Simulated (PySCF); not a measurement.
# Computed structure and properties of BiF3(H2O)

System: BiF3(H2O) (singlet); start: template (Cs). Method: PySCF 2.14.0, RKS PBE0, Bi def2-SVP with ECP60, F def2-SVP, O def2-SVP, H def2-SVP; non-relativistic Hamiltonian with scalar-relativistic core potentials where named; density fitting; no spin-orbit coupling.

Input of the relaxation:

```python
mol = gto.M(atom='''
Bi     0.01090    -0.01090     0.01090
F      1.14300     1.12120     1.14300
F     -1.12120    -1.14300     1.14300
F      1.14300    -1.14300    -1.12120
O     -1.31700     1.31700    -1.31700
H     -1.65760     2.20210    -1.11320
H     -1.65760     1.11320    -2.20210''',
    basis={'Bi': 'def2-SVP', 'F': 'def2-SVP', 'O': 'def2-SVP', 'H': 'def2-SVP'},
    ecp={'Bi': 'def2-SVP'},
    charge=0, spin=0)
mf = dft.RKS(mol, xc='PBE0')
mf.grids.atom_grid = (50, 194)
mf = mf.density_fit()  # fitting sets: Bi def2-universal-JKFIT, F def2-universal-JKFIT, O def2-universal-JKFIT, H def2-universal-JKFIT
mf.conv_tol = 1e-08; mf.max_cycle = 55
mf.kernel(dm0)  # dm0: converged density of the start geometry
# quasi-Newton relaxation in Cartesian coordinates to a largest gradient under 0.00045 Eh/bohr, steps kept in the point group
```

Run from Python with OMP_NUM_THREADS=2; the lines above give its settings. Where DIIS fails, smearing, a level shift and second-order steps follow.
It took 2 min on 2 threads of Arm Neoverse V1, on a shared host, from the converged density of the start.

Course of the relaxation:

```csv
step,energy above end (eV),largest force component within the symmetry (eV/Å)
0,1.9135,2.024
1,1.1523,0.906
2,0.9525,0.585
3,0.7022,0.288
4,0.5620,0.217
5,0.5207,0.162
6,0.5165,0.073
7,0.5128,0.074
42,0.0006,0.027
43,0.0004,0.029
44,0.0003,0.023
45,0.0001,0.014
46,0.0000,0.008
47,0.0000,0.002
```
(The steps between are left out.)

Relaxed geometry (Cs):

```xyz
7

Bi   -0.8703   -0.3481    0.3481
F     0.1080    1.4086    0.7077
F     0.4514   -1.4385    1.4385
F     0.1080   -0.7077   -1.4086
O    -1.4771    1.4527   -1.4527
H    -0.8882    2.0837   -1.0060
H    -0.8882    1.0060   -2.0837
```

```tsv
contact	Å
Bi1–F2 (F)	2.043
Bi1–F3 (F)	2.031
Bi1–F4 (F)	2.043
Bi1–O5 (H2O)	2.618
```

On the finer grid (75, 302):

The HOMO is -9.30 eV, the LUMO is -1.54 eV and the dipole about the centre of mass is 4.12 D. The set of Mulliken populations of Bi1 outside the core potential is s 3.91, p 7.48, d 10.27 and the D3(BJ) dispersion energy (not in the energies) is -0.108 eV.

| atom | Mulliken (e) | Löwdin (e) | spin (e) |
| --- | --- | --- | --- |
| Bi1 | 1.34 | 1.08 | 0.00 |
| F2 | -0.48 | -0.39 | 0.00 |
| F3 | -0.47 | -0.39 | 0.00 |
| F4 | -0.48 | -0.39 | 0.00 |
| O5 | -0.30 | -0.08 | 0.00 |
| H6 | 0.19 | 0.08 | 0.00 |
| H7 | 0.19 | 0.08 | 0.00 |

On the grid (50, 194), as all that follows. Harmonic modes: a minimum; lowest 101 cm⁻¹ (negative: unstable), highest 3828 cm⁻¹, zero-point energy 0.845 eV.

Taking off one F (charge -1, singlet; the rest: singlet) in vacuum, both parts rigid, costs 11.47 eV; the small basis without counterpoise inflates it. Most of it is the attraction of opposite charges; other ways to part are cheaper, and one spin state was tried for the rest.

Rigid scan of F along the line from its metal:

(distance to F2 (Å), energy (eV)): (1.74, 1.562), (1.84, 0.581), (1.94, 0.123), (2.04, 0.000), (2.14, 0.087), (2.24, 0.303), (2.44, 0.918), (2.74, 1.939), (3.14, 3.128), (3.64, 4.233)

Taking off one H2O (charge 0, singlet; the rest: singlet) in vacuum, both parts rigid, costs 0.90 eV; the small basis without counterpoise inflates it.

Rigid scan of H2O along the line from its metal:

(distance to O5 (Å), energy (eV)): (2.32, 0.243), (2.42, 0.093), (2.52, 0.020), (2.62, 0.000), (2.72, 0.015), (2.82, 0.052), (3.02, 0.159), (3.32, 0.332), (3.72, 0.524), (4.22, 0.692)

One start shape was tried, so this needn't be the lowest isomer.
